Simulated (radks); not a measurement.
The krypton ion Kr3+, configuration [Ar] 3d10 4s2 4p3. All-electron calculation, scalar-relativistic Kohn-Sham, PBE, spin-polarised, spherical densities, point nucleus; open shells are filled with parallel spins first. Program: a radial shooting solver on a logarithmic mesh with Libxc functionals.

Unscreened Slater integrals over Kohn-Sham orbitals (eV). They are taken over the spin-up orbitals.

integral    value
F0(4p,4p)  14.805
F2(4p,4p)  7.8862
F0(4p,4s)  15.658
G1(4p,4s)  10.613
F0(4p,3d)  19.073
F2(4p,3d)  4.2426
G1(4p,3d)  1.4419
G3(4p,3d)  1.3444
F0(4p,3p)  19.119
F2(4p,3p)  4.1169
G0(4p,3p)  1.0458
G2(4p,3p)  1.2225
F0(4s,4s)  16.713
F0(4s,3d)  21.182
G2(4s,3d)  1.8661
F0(4s,3p)  21.245
G1(4s,3p)  1.5375
F0(3d,3d)  44.955
F2(3d,3d)  21.616
F4(3d,3d)  13.618
F0(3d,3p)  44.969
F2(3d,3p)  21.623
G1(3d,3p)  26.008
G3(3d,3p)  16.190
F0(3p,3p)  45.452
F2(3p,3p)  22.810

Derived for the open shells (J is the average intra-shell exchange parameter used in DFT+U). 4p: J = F2/5 = 1.577 eV.
